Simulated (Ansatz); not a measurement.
A calculation with Ansatz (development build ahead of 0.2.0).

```yaml
crystal:
  periodic: [false, false, false]
  atoms:
    - { symbol: V, position_ang: [0.0, 0.0, 0.0] }
    - { symbol: C, position_ang: [0.0, 0.0, 2.1068] }
basis:
  gaussian: { orbitals: pcseg-2 }
magnetization:
  spin_polarized: true
  initial_magnetization: 5
hamiltonian:
  xc: pbe0
```

The input is written out in the form of the current development build from the run's settings.

The run gave:

```
Converged                       : yes
Total energy                    : -981.61101 hartree
Spin squared of the determinant : 8.987
Stability test                  : minimum
```

Caution: the unrestricted determinant is spin contaminated.
